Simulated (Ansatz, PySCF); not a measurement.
ClPb (SMILES [Cl][Pb+]), charge +1, singlet, geometry from GFN2-xTB (such geometries of metal compounds can be far from the true shape) (core potentials on Pb). Base run: HF/def2-SVP in PySCF.

The PySCF input:
```python
from pyscf import gto, scf

mol = gto.M(
    atom='''
Pb   -0.000000   -0.000000   -0.407720
Cl    0.000000    0.000000    1.966650
''',
    basis='def2-svp',
    ecp={'Pb': 'def2-svp'},
    charge=1,
    spin=0,
    verbose=4,
)

mf = scf.RHF(mol)
mf.kernel()
```

The same geometry, method and basis name were run in Ansatz (a program for electronic structure) and PySCF, at each program's defaults and at the settings that a row names. The base is PySCF at its defaults. Differences at the defaults can come from grids, fitting, cores and function types together.

```tsv
code and settings	ΔE vs base (µEh)	basis functions	E (Eh)	SCF cycles
PySCF, defaults (exact integrals, spherical functions)	0.0	44	-650.99687	9
Ansatz, defaults (factorised integrals, spherical functions)	4.5	44	-650.99686	-
PySCF, density fitting with def2-universal-jkfit	50.1	44	-650.99682	9
Ansatz, high accuracy	0.0	44	-650.99687	-
```
